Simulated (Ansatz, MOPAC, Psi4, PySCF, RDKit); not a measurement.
Dimer: SiH4 (SMILES [SiH4]) (first 5 atoms) with C2H6 (SMILES CC); geometry from B3LYP-D3(BJ)/def2-TZVP, rigid monomers moved along the line of their centres of mass till Si1···C7 is 5.25 Å.
(charge 0, multiplicity 1):
```xyz
13

Si    -0.2623    -0.0583     0.2181
H     -0.0498     1.2741     0.8257
H     -1.6462    -0.5091     0.4846
H      0.6944    -1.0238     0.8031
H     -0.0438     0.0266    -1.2440
C      1.0539     0.2933     5.6568
C     -0.3938    -0.1465     5.4613
H      1.5501     0.4628     4.6996
H      1.6283    -0.4624     6.1963
H      1.1123     1.2223     6.2273
H     -0.9694     0.6087     4.9224
H     -0.8906    -0.3159     6.4186
H     -0.4533    -1.0766     4.8924
```

Counterpoise-corrected where a basis set is named; no monomer relaxation. Rows marked so take none.

Correlated levels freeze the cores. Rows in 6-31G* carry no dispersion term and start afresh at each structure (6-31G* with six Cartesian d functions). MP2/6-31G* freezes PySCF's default core. The state reached by PM7 isn't checked; PM7 holds dispersion and hydrogen-bond terms.

Codes used: Ansatz (Gaussian basis) for Hartree–Fock, density functionals and correlated methods; MOPAC for PM7 (differences of heats of formation); Psi4 for SAPT; PySCF for 6-31G* rows, the dispersion terms; RDKit for the force fields. Each number belongs to the level named beside it.

```
level                          interaction energy (kJ/mol)
-----------------------------  ---------------------------
MMFF94                                                -1.1
PM7                                                   -0.9
PBE-D3(BJ)/def2-TZVPPD                                 ___
BP86/6-31G* (no counterpoise)                          ___
r2SCAN/def2-TZVPPD                                    -0.3
MP2/6-31G* (no counterpoise)                          -0.8
CCSD/aug-cc-pV(D+d)Z                                  -0.9
CCSD(T)/aug-cc-pV(D+d)Z                               -1.1
SAPT0/jun-cc-pV(D+d)Z                                 -0.7
```

Task: Some entries are withheld; supply them.

Result: 
- PBE-D3(BJ)/def2-TZVPPD, interaction energy (kJ/mol): -1.6
- BP86/6-31G* (no counterpoise), interaction energy (kJ/mol): 0.3

Ansatz is a first-principles code.
